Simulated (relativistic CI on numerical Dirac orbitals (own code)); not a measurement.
## Level scheme of Dy²⁴⁺

These numbers are calculated, not measured: Dirac-Coulomb-Breit CI, separate exchange-only KLI orbitals for each configuration, model QED (radiative potential, 1s self-energy scaled to tabulated hydrogen-like ionisation energies), unscaled Slater integrals (own radial code, finite nucleus).

Configurations in the expansion (outside the closed core [Ar] 3d10): 4s2 4p6 4d6, 4s2 4p5 4d7, 4s2 4p6 4d5 4f, 4s 4p6 4d7, 4s2 4p5 4d6 4f, 4s 4p6 4d6 4f, 4s2 4p6 4d5 5s, 4s2 4p6 4d5 5p, 4s2 4p6 4d4 4f 5s, 4s2 4p6 4d5 5d, 4s2 4p5 4d6 5s, 4s2 4p6 4d4 5s 5p, 4s2 4p6 4d5 5f, 4s2 4p6 4d5 6s, 4s 4p6 4d6 5s, 4p6 4d7 5p, 4p6 4d8, 4p5 4d9, 4p5 4d8 4f, 4s2 4p6 4d4 5s2, 4s2 4p6 4d3 4f 5s2, 4s2 4p5 4d4 4f 5s2, 4s 4p6 4d4 4f 5s2. Double excitations out of closed p, d and f shells are left out; levels of such configurations are missing from the list, as are those of other unlisted configurations, and high levels can miss mixing partners. These lack a partner that the ground configuration has and come out too high: 4s2 4p5 4d6 5s.

The lowest level is 4s2 4p6 4d6 5D_4, with 56 % of that term; Hund's rules for 4s2 4p6 4d6 give 5D with J = 4, in agreement.

```csv
No.,Configuration,Term,J,E (cm⁻¹),%,Lifetime (s)
1,4s2 4p6 4d6,5D,4,0,56,
2,4s2 4p6 4d6,3P,2,20877,41,2.15e+02
3,4s2 4p6 4d6,5D,3,50067,80,2.74e-04
4,4s2 4p6 4d6,5D,0,53605,47,8.01e+00
5,4s2 4p6 4d6,5D,1,62975,66,3.10e-04
6,4s2 4p6 4d6,5D,4,65187,28,2.04e-04
7,4s2 4p6 4d6,3H,6,82969,73,3.21e+01
8,4s2 4p6 4d6,3G,5,83342,54,1.02e-03
9,4s2 4p6 4d6,3F,2,99980,51,2.34e-04
10,4s2 4p6 4d6,3G,3,102641,34,2.36e-04
11,4s2 4p6 4d6,5D,2,118075,48,9.25e-05
12,4s2 4p6 4d6,3G,4,131888,42,5.24e-04
13,4s2 4p6 4d6,3D,1,133101,56,2.55e-04
14,4s2 4p6 4d6,3P,0,137845,85,1.77e-04
15,4s2 4p6 4d6,3D,2,140020,46,1.94e-04
16,4s2 4p6 4d6,1S,0,142943,53,7.85e-05
17,4s2 4p6 4d6,3F,4,144730,44,8.59e-05
18,4s2 4p6 4d6,3F,3,147965,46,2.11e-04
19,4s2 4p6 4d6,3H,5,152587,54,1.69e-04
20,4s2 4p6 4d6,1F,3,158909,42,1.09e-04
21,4s2 4p6 4d6,1I,6,163254,73,2.25e-04
22,4s2 4p6 4d6,3G,3,167981,52,1.42e-04
23,4s2 4p6 4d6,3P,1,185765,66,1.33e-04
24,4s2 4p6 4d6,1G,4,190135,63,1.46e-04
25,4s2 4p6 4d6,1D,2,191262,42,1.13e-04
26,4s2 4p6 4d6,3P,1,220506,76,2.88e-05
27,4s2 4p6 4d6,3F,2,223295,79,7.07e-05
28,4s2 4p6 4d6,3F,4,226504,71,7.89e-05
29,4s2 4p6 4d6,1G,4,259695,65,4.49e-05
30,4s2 4p6 4d6,3P,2,270047,56,5.01e-05
31,4s2 4p6 4d6,3F,3,272663,48,5.48e-05
32,4s2 4p6 4d6,1D,2,287844,91,7.92e-05
33,4s2 4p6 4d6,3P,0,290156,50,3.62e-05
34,4s2 4p6 4d6,1S,0,372183,81,2.35e-05
35,4p5 4d7(4F),5G°,6,1099136,81,7.50e-10
36,4p5 4d7(4F),5F°,5,1122315,44,6.14e-11
37,4p5 4d7(2P),3D°,3,1125358,57,1.10e-10
38,4p5 4d7(4P),3P°,0,1131585,54,4.87e-10
39,4p5 4d7(4P),5D°,4,1148349,32,3.51e-11
40,4p5 4d7(2P),3P°,2,1150646,28,3.57e-11
41,4p5 4d7(4F),5G°,5,1169769,67,1.50e-10
42,4p5 4d7(2D),3F°,4,1170329,40,6.36e-11
43,4p5 4d7(4P),5P°,3,1171905,27,2.12e-11
44,4p5 4d7(4P),3P°,2,1173238,37,1.64e-10
45,4p5 4d7(2D),3P°,1,1177730,27,2.09e-11
46,4p5 4d7(4F),5F°,3,1190926,32,3.87e-11
47,4p5 4d7(4F),3D°,2,1191857,42,4.02e-11
48,4p5 4d7(4P),5D°,4,1191933,32,9.81e-11
49,4p5 4d7(2G),3H°,6,1192843,64,1.05e-10
50,4p5 4d7(2G),3G°,3,1202268,23,6.35e-11
51,4p5 4d7(4F),3D°,1,1206625,33,3.57e-11
52,4p5 4d7(4F),5D°,0,1206960,48,2.17e-11
53,4p5 4d7(4F),3G°,4,1208703,35,4.91e-11
54,4p5 4d7(4P),5P°,2,1211263,24,3.12e-11
55,4p5 4d7(4P),5P°,3,1212020,20,4.01e-11
56,4p5 4d7(4P),3P°,1,1214200,34,5.16e-11
57,4p5 4d7(2H),3H°,4,1217707,18,3.05e-11
58,4p5 4d7(2H),3H°,5,1220203,47,2.97e-11
59,4p5 4d7(4F),3F°,2,1232063,27,4.28e-11
60,4p5 4d7(2F),3F°,2,1236827,33,3.36e-11
61,4p5 4d7(2H),3I°,7,1238977,95,1.72e-10
62,4p5 4d7(2F),3F°,3,1239350,33,5.18e-11
63,4p5 4d7(2H),3H°,6,1244510,59,3.29e-11
64,4d5(6S) 4f,7F°,3,1249764,27,5.34e-11
65,4d5(6S) 4f,7F°,4,1250113,39,1.33e-10
66,4d5(6S) 4f,7F°,5,1251431,40,1.42e-10
67,4d5(6S) 4f,7F°,2,1251736,47,1.23e-10
68,4d5(6S) 4f,7F°,1,1253831,52,7.98e-11
69,4p5 4d7(2G),3F°,3,1254282,28,3.00e-11
70,4p5 4d7(2H),1H°,5,1255251,44,6.70e-11
```

Energies count from the lowest computed level; ° marks odd parity; lifetimes are radiative, by E1, M1, E2, M2, E3 decay to levels of this space only. Percentages are summed over parent terms; the parents shown are those of the largest component, closed shells are left out there.

The mean weight of the leading LS term, summed over parents, in these 70 levels is 49 %, and that of the leading jj configuration (from the same eigenvectors) 71 %, so jj coupling describes them better and the LS labels are nominal.

At this charge energies of transitions that change n are usually good to better than 1 %, and those within a shell (Δn = 0) to a few per cent. Terms inside the open d or f shell come out 10 to 20 % too wide with unscaled integrals.

LS names give the leading component of a level, which can be under half, so a name can repeat, a term be missing and a line seem to break the LS rules.
